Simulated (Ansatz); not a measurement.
Compare A (`CB[SiH2]CC`) with its isomer B (`CBC[SiH2]C`).

Gas-phase electronic energies from Ansatz, PBE0-D4/def2-TZVP geometries. CCSD(T)/CBS adds triple-zeta CCSD(T) − MP2 to the extrapolated MP2 energy (def2 sets, frozen cores). Functionals use def2-TZVPP. B3LYP here is the variant with VWN-RPA as its local correlation; programs differ in this. One conformer a species, not always the lowest.

Q: Which is lower in electronic energy at CCSD(T)/CBS, and by how much? (Best estimate.)

A: Computed: B, by 23.7 kcal/mol.

Q: Give E(B) − E(A) in kcal/mol with B3LYP-D4, ωB97M-V, CCSD(T)/def2-TZVPP, B3LYP, CCSD/def2-TZVPP, HF/def2-TZVPP, PBE0-D4. (Estimate.)

A: Computed: B3LYP-D4 -23.3, ωB97M-V -24.8, CCSD(T)/def2-TZVPP -23.4, B3LYP -23.4, CCSD/def2-TZVPP -23.3, HF/def2-TZVPP -23.3, PBE0-D4 -22.9. None reverses the order clearly.

Largest T1 diagnostic: 0.011.
